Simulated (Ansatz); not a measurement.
Program: Ansatz. Geometries: PBE0-D4/def2-TZVP. ΔE: electronic, gas phase. CBS: MP2 limit from def2 TZ/QZ plus the TZ coupled-cluster correction, frozen cores. Functionals use def2-TZVPP. Elements past krypton have def2 core potentials. For Mg, Nb outer-core shells are correlated without core-valence functions, which leaves a few kJ/mol of doubt a bond. One conformer a species, not always the lowest.

`[NH2][Nb]([OH])(=[S])[Cl]` + `[MgH][Cl]` → `[NH2][Nb](=[S])([Cl])[Cl]` + `[OH][MgH]`  (redistribution)

CCSD(T)/CBS gives +47.8 kJ/mol.

Task: Another level gave +62.4 kJ/mol. Which?
A. B2PLYP/def2-TZVPP
B. revPBE-D4/def2-TZVPP
C. HF/def2-TZVPP
D. BHLYP/def2-TZVPP

Result: D. BHLYP 62.4, HF/def2-TZVPP 75.5, revPBE-D4 55.3, B2PLYP 49.8 kJ/mol.

Largest T1 diagnostic among the species: 0.023, so the coupled-cluster value is less sure than usual.

Leaving LDA and LC-ωPBE aside and taking each functional with its dispersion term where it has one, the values, not all of them listed here, spread over 13.5 kJ/mol, from B2PLYP to ωB97X-V. From PBE to PBE0 (25 % exact exchange), in def2-TZVPP and without D4, ΔE moves by +3.5 kJ/mol.

CCSD(T)/CBS has its own doubt, a few kJ/mol and more with outer-core shells, so smaller differences from it don't rank the levels.
